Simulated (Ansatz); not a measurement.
`[Cl][Zn][Br]` + `CCO` → `CC[O][Zn][Cl]` + HBr at 700 K and 1 bar (ligand exchange at a Zn–Br bond).

Computed with Ansatz on PBE0-D4/def2-TZVP structures; ΔE is electronic, products minus reactants. CBS: MP2 limit from def2 TZ/QZ plus the TZ coupled-cluster correction, frozen cores. For Br, Zn outer-core shells are correlated without core-valence functions, which leaves a few kJ/mol of doubt a bond. Scalar relativity is left out up to krypton. One conformer a species, not always the lowest.

```
        species  CCSD(T)/CBS energy (Eh)  H − E (kJ/mol)  S (J/(mol·K))
 `[Cl][Zn][Br]`              -4811.59312            44.3          345.5
          `CCO`               -154.88256           262.0          346.5
`CC[O][Zn][Cl]`              -2392.51110           259.9          473.2
            HBr              -2573.91920            36.5          223.7
```

H − E and S are ideal-gas, rigid-rotor, harmonic terms from PBE0-D4/def2-TZVP, for one conformer and one mirror image of each species. 1 Eh = 2625.50 kJ/mol, R = 8.31446 J/(mol·K).

Q: By hand: ΔE, ΔH, ΔS and ΔG.

A: ΔE = (-2392.51110) + (-2573.91920) − (-4811.59312) − (-154.88256) = 0.04538 Eh = 119.1 kJ/mol. Δ(H − E) = 259.9 + 36.5 − 44.3 − 262.0 = -9.9, so ΔH = 109.2 kJ/mol. ΔS = 473.2 + 223.7 − 345.5 − 346.5 = 4.9 J/(mol·K). ΔG = 109.2 − 700 × (4.9)/1000 = 105.8 kJ/mol.

Q: By hand: the equilibrium constant, and the temperature at which ΔG would vanish if ΔH and ΔS stayed fixed.

A: log₁₀ K = −ΔG/(RT ln 10) = -7.9. ΔG = 0 at ΔH/ΔS = 22286 K, far beyond where these terms or the molecules hold.

The number of gas molecules stays the same, so ΔS is small and ΔH decides. A doubt of 5 kJ/mol in ΔE shifts log₁₀ K by 0.4 here. Other conformers and mirror images would add mixing entropy, several J/(mol·K) or more a flexible species. Modes under 60 cm⁻¹, often nearly free rotors, make the harmonic entropy too high. These are equilibria of isolated gas molecules and say nothing of rates. Largest T1 diagnostic: 0.015 (customary marks: 0.02 for closed shells, 0.045 for open ones).
